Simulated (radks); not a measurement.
Values are calculated unless marked as measured or tabulated.
Task: Ionisation of the fluorine ion F+, [He] 2s2 2p4, to F2+, [He] 2s2 2p3, under several functionals. Non-relativistic Kohn-Sham, spin-polarised, spherical densities, point nucleus; open shells are filled with parallel spins first; a radial shooting solver on a logarithmic mesh with Libxc functionals. Known Delta-SCF values: AM05 34.700 eV; HCTH/407 34.632 eV. What does revTPSS give, and what is its highest occupied eigenvalue?

Result: 34.424 eV by Delta-SCF; the 2p eigenvalue is -25.719 eV. NIST: 34.971 eV (measured).
